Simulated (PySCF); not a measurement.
## Exercise with solution: entropy of an ideal gas

Nb(NH)(F)2(OH) (F2H2NNbO), SMILES [NH]=[Nb]([OH])([F])[F], multiplicity 1.

Geometry optimised at B3LYP-D3(BJ)/def2-SVP. The multiplicity is an assumed one; no other spin state was optimised. The structure was generated by enumeration; whether it is a known compound was not checked. The def2 effective core potentials stand for the cores of Nb; spin–orbit coupling is left out. Other conformers were not sampled.

B3LYP-D3(BJ)/def2-SVP (PySCF 2.14.0) gives the harmonic wavenumbers 166, 179, 210, 240, 245, 430, 498, 536, 636, 684, 707, 757, 1027, 3631, 3874 cm⁻¹ and the rotational temperatures 0.1545, 0.1502, 0.1345 K. The molar mass is 162.93 g/mol, the symmetry number 1, the spin multiplicity 1.

Question: Work out the entropy at 298.15 K and 1 atm in the rigid-rotor, harmonic-oscillator model.

Answer: 
Translation (Sackur–Tetrode at 1 atm): S = R[1.5 ln M + 2.5 ln T − 1.16487] = 172.3 J/(mol K).
Rotation: q = (√π/σ) T^1.5/√(θA θB θC) = 163000, S = R[ln q + 3/2] = 112.3 J/(mol K).
Vibration: with u = 1.4388 ν/T, each mode gives R[u/(e^u − 1) − ln(1 − e^−u)]:
```tsv
ν (cm⁻¹)	modes	u	S (J/(mol K))
166	1	0.80	10.38
179	1	0.86	9.79
210	1	1.01	8.55
240	1	1.16	7.54
245	1	1.18	7.39
430	1	2.08	3.59
498	1	2.40	2.77
536	1	2.59	2.40
636	1	3.07	1.64
684	1	3.30	1.36
707	1	3.41	1.25
757	1	3.65	1.03
1027	1	4.96	0.35
```
The stiffer modes add less than 0.005 each. Sum 58.0 J/(mol K).
Spin: R ln 1 = 0.0 J/(mol K).
Total 342.6 J/(mol K); the program's own thermochemistry gives 342.6. Translation makes up 50 % and vibration 17 %. Anharmonicity, hindered rotation and orbital degeneracy are left out.
